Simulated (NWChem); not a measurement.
System: BeBrF; SMILES [F][Be][Br]

Parts of the log:

```
             Northwest Computational Chemistry Package (NWChem) 7.3.0
             --------------------------------------------------------

                             Geometry "geometry" -> ""
                             -------------------------

 Output coordinates in angstroms (scale by  1.889725989 to convert to a.u.)

  No.       Tag          Charge          X              Y              Z
 ---- ---------------- ---------- -------------- -------------- --------------
    1 Be                   4.0000     0.00000000     0.00000000     1.15638600
    2 F                    9.0000     0.00000000     0.00000000     2.54220100
    3 Br                  35.0000     0.00000000     0.00000000    -0.79449500

 Effective nuclear repulsion energy (a.u.)     101.6786078570

  xc_inp: hfexch multiplicative factor not found.
                              NWChem Property Module
                              ----------------------

  itol2e modified to match energy
  convergence criterion.

                                 NWChem DFT Module
                                 -----------------

 Summary of "ao basis" -> "ao basis" (spherical)
 ------------------------------------------------------------------------------
       Tag                 Description            Shells   Functions and Types
 ---------------- ------------------------------  ------  ---------------------
 Be                          6-31g*                  6       14   3s2p1d
 F                           6-31g*                  6       14   3s2p1d
 Br                          6-31g*                 12       32   5s4p3d

  itol2e modified to match energy
  convergence criterion.

            General Information
            -------------------
          SCF calculation type: DFT
          Wavefunction type:  closed shell.
          No. of atoms     :     3
          No. of electrons :    48
           Alpha electrons :    24
            Beta electrons :    24
          Charge           :     0
          Spin multiplicity:     1
          Use of symmetry is: off; symmetry adaption is: off
          Maximum number of iterations: 150
          AO basis - number of functions:    60
                     number of shells:    24
          Convergence on energy requested:  1.00D-07
          Convergence on density requested:  1.00D-05
          Convergence on gradient requested:  5.00D-04

              XC Information
              --------------
                     Hartree-Fock (Exact) Exchange  1.000

      Superposition of Atomic Density Guess
      -------------------------------------

 Sum of atomic energies:       -2686.02637459

      Non-variational initial energy
      ------------------------------

[...]

          -----------------------
          Electric field gradient
          -----------------------

 1 a.u. = 0.324123 10**(16) esu/cm**3  ( or statvolts/cm**2 ) = 0.97174 10**(22) v/m**2

 ------------------------------------------------------------
   Atom      X         Y         Z
 ------------------------------------------------------------
    1 Be   0.00000   0.00000   2.18525
 ------------------------------------------------------------

 Electric field gradient in molecular frame (a.u.)
         XX             YY             ZZ             XY             XZ             YZ
 ------------------------------------------------------------------------------------------
       -0.079804      -0.079804       0.159608      -0.000000      -0.000000      -0.000000

 Principal components (a.u.) and orientation
 of principal axis w.r.t. absolute frame                      Asymmetry parameter eta
 --------------------------------------------------------------------------------------
        0.159608      -0.079804      -0.079804                       0.000000

       -0.000000      -0.000000       1.000000
       -0.000000       1.000000      -0.000000
        1.000000      -0.000000      -0.000000

 ------------------------------------------------------------
   Atom      X         Y         Z
 ------------------------------------------------------------
    2 F    0.00000   0.00000   4.80406
 ------------------------------------------------------------

 Electric field gradient in molecular frame (a.u.)
         XX             YY             ZZ             XY             XZ             YZ
 ------------------------------------------------------------------------------------------
        0.251872       0.251872      -0.503743       0.000000      -0.000000       0.000000

 Principal components (a.u.) and orientation
 of principal axis w.r.t. absolute frame                      Asymmetry parameter eta
 --------------------------------------------------------------------------------------
       -0.503743       0.251872       0.251872                       0.000000

       -0.000000       0.000000       1.000000
        0.000000       1.000000       0.000000
        1.000000       0.000000      -0.000000

 ------------------------------------------------------------
   Atom      X         Y         Z
 ------------------------------------------------------------
    3 Br   0.00000   0.00000  -1.50138
 ------------------------------------------------------------

 Electric field gradient in molecular frame (a.u.)
         XX             YY             ZZ             XY             XZ             YZ
 ------------------------------------------------------------------------------------------
        1.181447       1.181447      -2.362894      -0.000000      -0.000000       0.000000

 Principal components (a.u.) and orientation
 of principal axis w.r.t. absolute frame                      Asymmetry parameter eta
 --------------------------------------------------------------------------------------
       -2.362894       1.181447       1.181447                       0.000000

       -0.000000       1.000000      -0.000000
        0.000000      -0.000000       1.000000
        1.000000      -0.000000       0.000000
```

Level: Hartree-Fock/6-31G* (spherical d). Geometry: optimised at PBE0/def2-SVP. NWChem prints the field gradient with the sign opposite to the second derivative of the potential.

### Question
Write an input that gives this output.

### Answer
One answer among several that fit: the input that was run:
```
start job
memory heap 200 mb stack 900 mb global 1100 mb
geometry units angstroms noautosym nocenter noautoz
  Be     0.000000     0.000000     1.156386
  F      0.000000     0.000000     2.542201
  Br     0.000000     0.000000    -0.794495
end
basis spherical
  Be library 6-31g*
  F library 6-31g*
  Br library 6-31g*
end
dft
  xc hfexch
  iterations 150
end
property
  efieldgrad
end
task dft property
```
